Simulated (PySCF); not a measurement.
**Peak assignment**

Structure with atom numbers: `[SiH3:1][CH2:2][C@:3]12[CH2:4][CH2:5][CH2:6][C@H:7]1[CH2:8][CH2:9][CH2:10]2`. Hydrogens are named by the atom that carries them. Ha(C8), Ha(C9), Ha(C10) are cis to C6 on the ring; Ha(C4), Ha(C5), Ha(C6) are cis to C8 on the ring; Hb(C8), Hb(C9), Hb(C10) are trans to C6 on the ring; Hb(C4), Hb(C5), Hb(C6) are trans to C8 on the ring.

- shielding tensors at PBE0/pcSseg-1 (GIAO)
- PBE0-D3(BJ)/def2-SVP structure
- code: PySCF 2.14.0 with density-fitted response routines
- equivalent nuclei averaged, no solvent, single conformer, non-relativistic Hamiltonian

Chemical shifts δ = σref − σ; 13C, 1H vs TMS, all at this level.

**Question.** Assign these signals to the numbered atoms. 13C{1H} NMR (computed): δ 51.6, 50.3, 45.9, 36.6, 28.1, 24.6.

**Answer.** 
| δ (ppm) | atoms | environment | reason |
| --- | --- | --- | --- |
| 51.6 | C3 | quaternary sp3 carbon in a ring | aliphatic region, no heteroatom directly attached |
| 50.3 | C7 | sp3 CH in a ring | aliphatic region, no heteroatom directly attached |
| 45.9 | C4/C10 | sp3 CH2 in a ring | a saturated carbon with 2 carbon neighbours and no heteroatom attached |
| 36.6 | C6/C8 | sp3 CH2 in a ring | – |
| 28.1 | C5/C9 | sp3 CH2 in a ring | – |
| 24.6 | C2 | sp3 CH2 bonded to Si | – |

C3 and C7 lie closer than the usual error of such a calculation, so a measured spectrum could show them in the other order.

**Question.** Assign these signals to the numbered atoms. 1H NMR (400 MHz, computed): δ 3.86 (t, 3H), 1.85 (m, 1H), 1.70 (m, 2H), 1.49 (m, 2H), 1.42 (m, 2H), 1.41 (m, 2H), 1.38 (m, 2H), 1.17 (m, 2H), 0.86 (q, 2H).

**Answer.** 
| δ (ppm) | atoms | environment | reason |
| --- | --- | --- | --- |
| 3.86 | H(Si1) | hydrogen on a silicon bonded to C | – |
| 1.85 | H(C7) | hydrogen on an sp3 CH in a ring | far from electronegative atoms and π systems |
| 1.70 | Hb(C6)/Hb(C8) | hydrogen on an sp3 CH2 in a ring | far from electronegative atoms and π systems |
| 1.49 | Ha(C5)/Ha(C9) | hydrogen on an sp3 CH2 in a ring | – |
| 1.42 | Hb(C5)/Hb(C9) | hydrogen on an sp3 CH2 in a ring | – |
| 1.41 | Ha(C4)/Ha(C10) | hydrogen on an sp3 CH2 in a ring | – |
| 1.38 | Hb(C4)/Hb(C10) | hydrogen on an sp3 CH2 in a ring | – |
| 1.17 | Ha(C6)/Ha(C8) | hydrogen on an sp3 CH2 in a ring | – |
| 0.86 | H(C2) | hydrogen on an sp3 CH2 bonded to Si | an electropositive neighbour shields it, as in TMS itself |

Ha(C5)/Ha(C9) and Hb(C5)/Hb(C9); Hb(C5)/Hb(C9) and Ha(C4)/Ha(C10); Ha(C4)/Ha(C10) and Hb(C4)/Hb(C10) lie closer than the usual error of such a calculation, so a measured spectrum could show them in the other order.

Shifts are as computed. Against solution values, carbons near 30 ppm lie about +2 ppm off and those near 130 ppm about +5 ppm. Of 1211 compounds with measured shifts, 218 miss one by over three times the rms of a fit or turn the order of signals round; such compounds aren't used in these exercises. No couplings were computed; multiplicities are counted from neighbouring protons, with m where these are inequivalent, close in shift, in a saturated or five-membered ring or joined by F or P, and br s for small geminal =CH2 splittings.
